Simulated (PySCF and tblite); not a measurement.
Results of a calculation; reference values are marked as such.
System: C4H8N2O2Si, numbered as in [SiH3:1][O:2][CH2:3][O:4][c:5]1[cH:6][n:7][nH:8][cH:9]1.

Level: PBE0/pcSseg-1 + D3(BJ), IEF-PCM benzene on B3LYP-D3(BJ)/def2-SVP stationary points, with GFN2-xTB thermal terms. Rate constants are transition-state-theory values, counting equivalent paths, without tunnelling. (PySCF 2.14 with density fitting, tblite 0.8.)

Tunnelling of the moving H, left out here, will speed the real process. In real samples such hydrogens mostly exchange between molecules or through solvent, far faster than by this path.

Q: How high is the barrier to the shift of H on N8 from N8 to N7, through which structure does it pass, and what rate follows at 298 K?

A: The electronic barrier is 49.4 kcal/mol and ΔG‡(298 K) 45.5 kcal/mol, over a C1 saddle with an imaginary mode of 1579i cm⁻¹ (GFN2-xTB). With 1 equivalent path, k is 2.7×10⁻²¹ s⁻¹. The end lies 0.3 kcal/mol below the start in free energy.
